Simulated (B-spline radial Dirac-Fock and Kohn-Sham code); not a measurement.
Level of theory: Dirac-Fock (average of configuration) total-energy differences with a finite nucleus, the Breit interaction including its frequency dependence, and self-energy and vacuum-polarisation corrections; a radial atomic solver. Free neutral atoms up to Cf, the lines Kα1, Kβ1, Lα1, Lβ1, Lβ2, Lγ1, Lℓ and Mα1 where both subshells are closed (so no Lα of most 3d metals and no Mα of most lanthanides); Na, Y were not searched.

Q: Hf Mα1 is computed at 1647.7 eV. Which of the searched lines of other elements lie within 50 eV and could overlap it in an energy-dispersive spectrum?

A: Kr Lβ1 at 1638.8 eV (-9); Rb Lα1 at 1695.8 eV (+48).
